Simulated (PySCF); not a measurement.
**Lu⁺ (lutetium, charge +1): UHF calculation**

Configuration: [Xe] 4f14 5d2, high-spin 3F determinant (an excited configuration). Calculation: PySCF 2.14, in ANO-RCC-VTZP; the spin-free X2C one-electron Hamiltonian (Gaussian nucleus).

```
Total energy                        : -14557.533368 hartree
One-electron energy                 : -19985.9544 hartree
Hartree (Coulomb) energy            : 5728.9198 hartree
Exchange energy                     : -300.4988 hartree
⟨S²⟩                                : 2.0047
⟨L²⟩                                : 12.035
Sum of ⟨r⟩                          : 39.81 bohr
Sum of ⟨r²⟩                         : 50.28 bohr²
Langevin diamagnetic susceptibility : -39.8 ×10⁻⁶ cm³/mol
```

```tsv
shell	electrons	mean orbital energy (eV)	spread (eV)	rms radius, mean of both spins (bohr)
1s β	1	-63637.3	0	0.0219
1s α	1	-63637.3	0	0.0219
2s α	1	-10970.9	0	0.0885
2s β	1	-10970.8	0	0.0885
2p α	3	-9673.3	0	0.0801
2p β	3	-9673.2	0	0.0801
3s β	1	-2547.8	0	0.227
3s α	1	-2547.7	0	0.227
3p β	3	-2149.4	0	0.228
3p α	3	-2149.3	0	0.228
3d β	5	-1657.1	0.026	0.208
3d α	5	-1657.1	0.095	0.208
4s β	1	-540.10	0	0.509
4s α	1	-540.05	0	0.509
4p β	3	-406.43	0	0.541
4p α	3	-406.38	0	0.541
4d α	5	-226.32	0.262	0.592
4d β	5	-226.32	0.098	0.592
5s α	1	-78.284	0	1.27
5s β	1	-77.207	0	1.27
5p α	3	-44.856	0	1.51
5p β	3	-42.882	0	1.51
4f α	7	-26.850	0.032	0.800
4f β	7	-26.824	0.163	0.800
5d α	2	-10.728	0	2.98
```

Spin-orbit coupling, absent here, splits the open shell strongly.

Densities and radii are taken from the X2C orbitals without a picture-change correction, which distorts them close to the nucleus.

Spin-orbit constants ζ (cm⁻¹) from the X2C one-electron operator on these orbitals: bare nucleus, nucleus screened by l(l+1)(2l+1)/3 electrons, and screened by the Breit-Pauli mean field of the electrons.

```tsv
shell	bare	screened nucleus	mean field
2p	5718000	5557000	n/a
3p	1233000	1198000	n/a
3d	192200	165100	n/a
4p	274400	266600	n/a
4d	36390	31270	n/a
4f	5706	3456	n/a
5p	31330	30440	n/a
5d	1209	1039	n/a
```

To first order the Landé constant is A = 519.5 cm⁻¹, so the lowest level has J = 2 and lies 0.258 eV below the centre of the term. This holds in LS coupling only.
